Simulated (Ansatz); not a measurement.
Species: C$_{2}$H$_{5}$N, SMILES `C=CN` (charge 0, multiplicity 1), formula C2H5N.

How many basis functions does frozen-core CCSD(T)/cc-pVTZ // B3LYP-D3(BJ)/def2-TZVP (Ansatz, an electronic-structure program) use, how many core orbitals are frozen, and how many electrons are correlated?

160 basis functions and 3 frozen orbitals, which leaves 18 correlated electrons. Core time is of the order of seconds.
